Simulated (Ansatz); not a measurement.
Two isomers of C2H7NSi: A = `C=CN[SiH3]`, B = `C[SiH2]C=N`.

Program: Ansatz. Geometries: PBE0-D4/def2-TZVP. ΔE: electronic, gas phase. CCSD(T)/CBS adds triple-zeta CCSD(T) − MP2 to the extrapolated MP2 energy (def2 sets, frozen cores). This one scheme is used for every species. DFT in def2-TZVPP. B3LYP here is the variant with VWN-RPA as its local correlation; programs differ in this. One conformer a species, not always the lowest.

Which isomer does CCSD(T)/CBS put lower? Give the gap. (Estimate.)

Ansatz gave: A, by 30.7 kJ/mol.

Give E(B) − E(A) in kJ/mol with HF/def2-TZVPP, CCSD(T)/def2-TZVPP, CCSD(T)/def2-SVP, B3LYP-D4, r2SCAN-D4, PBE0-D4, CCSD/def2-TZVPP. (Estimate.)

The calculation gave: HF/def2-TZVPP 43.0, CCSD(T)/def2-TZVPP 28.1, CCSD(T)/def2-SVP 31.7, B3LYP-D4 36.7, r2SCAN-D4 34.4, PBE0-D4 33.2, CCSD/def2-TZVPP 30.2. None reverses the order clearly.

Does the order hold for the free energy at 298.15 K (harmonic terms from PBE0-D4)? (Estimate.)

Ansatz gave: Yes: G(B) − G(A) = +32.3 kJ/mol, for one conformer each.

Largest T1 diagnostic: 0.012.

Leaving LDA and LC-ωPBE aside and taking each functional with its dispersion term where it has one, the values, not all of them listed here, spread over 15.1 kJ/mol, from revPBE-D4 to BHLYP-D4. LDA lies +18.6 kJ/mol from PBE without D4. From PBE to PBE0 (25 % exact exchange), in def2-TZVPP and without D4, E(B) − E(A) moves by +4.8 kJ/mol.
